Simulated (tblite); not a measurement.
Species: 2-furoyl chloride, C5H3ClO2.
Atom-mapped SMILES: `[O:1]=[C:2]([Cl:3])[c:4]1[cH:5][cH:6][cH:7][o:8]1` (hydrogens: H9 on C5; H10 on C6; H11 on C7)

Structure optimised with GFN2-xTB, isolated species.

Question: List the bond lengths, angles and torsions at this level.

Answer: 
```json
{"bond": "O1=C2", "length (pm)": "119.2"}
{"bond": "C2–Cl3", "length (pm)": "177.0"}
{"bond": "C2–C4", "length (pm)": "144.2"}
{"bond": "C4–C5", "length (pm)": "138.2"}
{"bond": "C5–C6", "length (pm)": "140.4"}
{"bond": "C6–C7", "length (pm)": "137.0"}
{"bond": "C7–O8", "length (pm)": "132.8"}
{"bond": "C4–O8", "length (pm)": "135.0"}
{"bond": "C5–H9", "length (pm)": "107.0"}
{"bond": "C6–H10", "length (pm)": "107.0"}
{"bond": "C7–H11", "length (pm)": "107.3"}
```

A selection of angles:
```json
{"angle": "O1–C2–Cl3", "degrees": "120.7"}
{"angle": "O1–C2–C4", "degrees": "127.2"}
{"angle": "Cl3–C2–C4", "degrees": "112.1"}
{"angle": "C2–C4–C5", "degrees": "128.6"}
{"angle": "C2–C4–O8", "degrees": "121.7"}
{"angle": "C5–C4–O8", "degrees": "109.7"}
{"angle": "C4–C5–C6", "degrees": "106.0"}
{"angle": "C4–C5–H9", "degrees": "125.8"}
{"angle": "C6–C5–H9", "degrees": "128.1"}
{"angle": "C5–C6–C7", "degrees": "105.7"}
{"angle": "C5–C6–H10", "degrees": "127.3"}
{"angle": "C7–C6–H10", "degrees": "127.0"}
{"angle": "C6–C7–O8", "degrees": "111.2"}
{"angle": "C6–C7–H11", "degrees": "131.4"}
{"angle": "O8–C7–H11", "degrees": "117.4"}
{"angle": "C4–O8–C7", "degrees": "107.3"}
```

Torsions: O1–C2–C4–C5 0° (synperiplanar).

The C–C distances run from 1.370 Å (C6–C7, aromatic) to 1.442 Å (C2–C4, drawn single), a spread of 0.072 Å. O8 (furan-type oxygen) is bent (angle 107.3°). The 5-membered ring C4–C5–C6–C7–O8 has internal angles of 105.7° to 111.2°; it is planar, 0.00 Å rms from its mean plane, widest ring torsion 0°. The 8 heavy atoms lie in one plane (0.000 Å rms). The C–O distances run from 1.192 Å (O1=C2, drawn double) to 1.350 Å (C4–O8, aromatic), a spread of 0.158 Å.

Point group: Cs (tolerance 0.08 Å). Its GFN2-xTB frequencies are all real (lowest 67 cm⁻¹). One conformer, not necessarily the lowest.

The numbers are calculated, not measured.
